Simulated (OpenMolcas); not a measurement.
Ga²⁺: from CASSCF to CASPT2

```json
{
  "Program": "OpenMolcas",
  "Basis": "ANO-R1 [5s4p3d1f]",
  "Scalar Hamiltonian": "X2C, finite nucleus",
  "Active space": "1 electron in 4 orbitals (4s 4p)",
  "State averaging": "2S+1 = 2 even, 1 root; 2S+1 = 2 odd, 3 roots",
  "Spin-orbit coupling": "RASSI with atomic mean-field integrals over the reference wave functions, term energies averaged over their components"
}
```

Methods on the same reference wave functions:
A. CASSCF
B. SS-CASPT2, IPEA 0.25 Eh, imaginary shift 0.1 Eh (closed shells correlated: 3d)

Energies in cm-1 above 4s 2S 1/2, the measured ground level; measured values from Shirai, Reader, Kramida and Sugar, J. Phys. Chem. Ref. Data 36, 509 (2007).

| Level | A | B | Measured |
| --- | --- | --- | --- |
| 4s 2S 1/2 | 0.0 | 0.0 | 0.0 |
| 4p 2P* 1/2 | 63546 | 64120 | 65169 |
| 4p 2P* 3/2 | 65301 | 65874 | 66888 |

Deviations, from unrounded energies. A percentage is the sum of absolute deviations over the sum of measured energies, with the sign that they share, or ± where signs differ.

```json
{"Against measurement": "mean absolute deviation (cm-1)", "Levels": "2", "A": "1600", "B": "1000"}
{"Against measurement": "other configurations (%)", "Levels": "2", "A": "-2.4", "B": "-1.6"}
```

B lies closest to measurement on these levels. The largest miss of B in the table is 4p 2P* 1/2, by -1000 cm-1. The ranking rests on the paired levels alone, and a cruder setting can come out closer through cancelling errors.

The lowest spin-free term lies below A's lowest term by 0.367 hartree in B.

With one active electron the reference holds no correlation, so core polarisation is missing (holds for A). With one active electron, CASPT2 adds the correlation within the correlated inactive shells and between them and that electron, and leaves the splitting within a term as the reference gives it (holds for B). Measured partners are found by configuration, term and J. A level has none where our copy of the source lacks it or the pairing is in doubt (some pairs that miss far off the trend of their configuration count as doubtful), and it then counts in no deviation. Levels of configurations outside the active space are missing.

* marks odd parity.
